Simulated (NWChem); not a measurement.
# BeSiH3OBr; SMILES [SiH3][O][Be][Br]

```xyz
7

Be    -0.0057    -0.0542    -0.0001
Br     0.0008     1.9101     0.0002
O     -0.0091    -1.4702    -0.0049
Si     0.0033    -3.1388     0.0014
H     -0.6551    -3.6552    -1.2477
H     -0.7458    -3.6436     1.2034
H      1.4225    -3.6322     0.0558
```
Atoms are numbered in this order, from 1.

Results from NWChem. Medium grid unless said otherwise, to which SCAN and Minnesota functionals are sensitive. Coordinates come from a PBE-D3(BJ)/def2-SVP optimisation.

For level M06/def2-SVP:

- highest occupied level (eV) = -8.52
- orbital gap (eV) = 7.96

**Question.** How do the values read with level BHandHLYP/def2-SVP instead?

**Answer.** 
- highest occupied level (eV): -9.65
- orbital gap (eV): 9.99
